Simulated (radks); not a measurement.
Dipole-allowed excitations along the series with 3 electrons in [He] 2s1. Calculated with a radial shooting solver on a logarithmic mesh with Libxc functionals: non-relativistic Kohn-Sham, exchange-only LDA, spin-polarised, spherical densities, point nucleus; open shells are filled with parallel spins first. Time-dependent linear response with the Hartree and adiabatic exchange-only LDA kernel, continuum included through the Sternheimer equations. Lines are the poles of the dipole polarisability below minus the highest occupied eigenvalue, found on a grid refined at the orbital gaps; the lowest seven at most are given, and weak or close lines can be missed. The first line takes the name of the lowest orbital gap if no other gap lies below it; otherwise a line is named after a gap within 0.6 % of it, if that gap stands alone.

species  -e(HOMO) (eV)  lowest orbital gap (eV)  first line (eV)      f  strongest line (eV)  its f  static alpha (bohr^3)
C3+             56.414              2s-2p 7.907    8.600 (2s-2p)  0.281            the first  0.281                  2.990
N4+             88.047              2s-2p 9.880   10.714 (2s-2p)  0.230  57.278 (unassigned)  0.234                  1.573
O5+             126.50             2s-2p 11.841   12.812 (2s-2p)  0.195  80.313 (unassigned)  0.262                 0.9280
F6+             171.76             2s-2p 13.793   14.901 (2s-2p)  0.169  107.13 (unassigned)  0.282                 0.5927
Ne7+            223.84             2s-2p 15.740   16.984 (2s-2p)  0.149  137.73 (unassigned)  0.299                 0.4013
